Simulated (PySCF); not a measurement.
**C₆ coefficients of unlike pairs at PBE0**

Calculated with PySCF 2.14 from the dipole response of each species, C₆(A,B) = (3/π) ∫ α_A(iu) α_B(iu) du, in atomic units, from isotropic polarisabilities. For ions this is the dispersion term alone; charge-induced terms of lower order in 1/R come first.

```csv
species,configuration,basis,relativity,α (bohr³),C₆ (like pair)
Bi,[Xe] 4f14 5d10 6s2 6p3 (4S),aug-cc-pwCVDZ-PP with ECP60MDF (6s5p4d1f),core potential,51.29,616.3
Rb⁺,[Kr] (1S),def2-TZVPPD with the def2 core potential (28 electrons) (6s4p3d1f),core potential,8.588,51.48
V²⁺,[Ar] 3d3 (4F),aug-cc-pwCVTZ (10s9p7d4f3g),none,4.533,13.70
Si²⁺,[Ne] 3s2 (1S),aug-cc-pV(T+d)Z (6s5p4d2f),none,11.90,41.19
```

(1) Estimate C₆ for Si²⁺ with Rb⁺.

No spin-orbit coupling is included, so Bi, close to jj coupling, stand for model states.

The other pairs:

```json
{"pair": "Si²⁺, Bi", "C₆": "158.7"}
{"pair": "Rb⁺, Bi", "C₆": "161.1"}
{"pair": "V²⁺, Rb⁺", "C₆": "26.29"}
{"pair": "V²⁺, Bi", "C₆": "82.01"}
{"pair": "Si²⁺, V²⁺", "C₆": "21.38"}
```

Answers

(1) The integral gives 42.29. The combination rule 2 C_A C_B / (C_A α_B/α_A + C_B α_A/α_B) gives 41.96 and the geometric mean 46.05.
